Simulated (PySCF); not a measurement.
A structure optimised at PBE0-D3(BJ)/def2-TZVPD, used in a PySCF frequency run:

```xyz
2

Zr     0.0000     0.0000    -0.2841
O      0.0000     0.0000     1.4203
```
Charge 0, spin multiplicity 1.

### Question
Write its SMILES, formula and point group.

### Answer
[O]=[Zr], OZr, C∞v

### Question
What are its rotational constants (standard atomic weights)?

### Answer
12.781 GHz (linear rotor, B only)
